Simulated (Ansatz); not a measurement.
WF₆. The state is a singlet with charge 0. Geometry PBE-D4/def2-SVP; atoms count from 1.

| atom | x (Å) | y (Å) | z (Å) |
| --- | --- | --- | --- |
| W1 | 0.000 | 0.000 | 0.000 |
| F2 | -1.129 | 0.822 | -1.230 |
| F3 | 1.129 | -0.822 | 1.230 |
| F4 | 1.479 | 0.643 | -0.929 |
| F5 | -1.479 | -0.643 | 0.929 |
| F6 | 0.014 | -1.541 | -1.043 |
| F7 | -0.014 | 1.541 | 1.043 |

In the def2 sets W takes a core potential; there is no spin–orbit coupling.

(1) Estimate the Mulliken populations from the PBE0/def2-TZVP orbitals of Ansatz.

(2) And the Mayer bond orders between heavy atoms (over 0.3)?

Results:

(1) 
```json
{"atom": "W1", "charge (e)": "1.78", "d electrons": "2.91"}
{"atom": "F2", "charge (e)": "-0.30", "d electrons": "–"}
{"atom": "F3", "charge (e)": "-0.30", "d electrons": "–"}
{"atom": "F4", "charge (e)": "-0.30", "d electrons": "–"}
{"atom": "F5", "charge (e)": "-0.30", "d electrons": "–"}
{"atom": "F6", "charge (e)": "-0.30", "d electrons": "–"}
{"atom": "F7", "charge (e)": "-0.30", "d electrons": "–"}
```
Mulliken values depend strongly on the basis.

(2) W1–F2 1.07 (1.86 Å); W1–F3 1.07 (1.86 Å); W1–F4 1.07 (1.86 Å); W1–F5 1.07 (1.86 Å); W1–F6 1.07 (1.86 Å); W1–F7 1.07 (1.86 Å).
